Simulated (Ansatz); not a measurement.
Reaction (redistribution): `CN[SiH2]NC` + `[AlH2][GeH3]` → `CN[SiH2][AlH2]` + `C[NH][GeH3]`

Program: Ansatz. Geometries: PBE0-D4/def2-TZVP. ΔE: electronic, gas phase. CCSD(T)/CBS adds triple-zeta CCSD(T) − MP2 to the extrapolated MP2 energy (def2 sets, frozen cores). Functionals use def2-TZVPP. B3LYP here is the variant with VWN-RPA as its local correlation; programs differ in this. For Ge outer-core shells are correlated without core-valence functions, which leaves a few kJ/mol of doubt a bond. Scalar relativity is left out up to krypton. One conformer a species, not always the lowest.

```csv
level,ΔE (kcal/mol),difference from CCSD(T)/CBS
PBE-D4,23.9,-1.7
PBE0-D4,25.0,-0.6
B3LYP-D4,25.9,0.3
ωB97M-V,27.0,1.4
PBE,23.9,-1.7
r2SCAN,25.9,0.3
MP2/def2-TZVPP,25.8,0.2
SCS-MP2/def2-TZVPP,25.1,-0.5
CCSD/def2-TZVPP,25.3,-0.3
HF/CBS(def2),26.1,0.5
CCSD(T)/CBS,25.6,0
```

Largest T1 diagnostic among the species: 0.012.

From PBE to PBE0 (25 % exact exchange), in def2-TZVPP and without D4, ΔE moves by +1.1 kcal/mol.
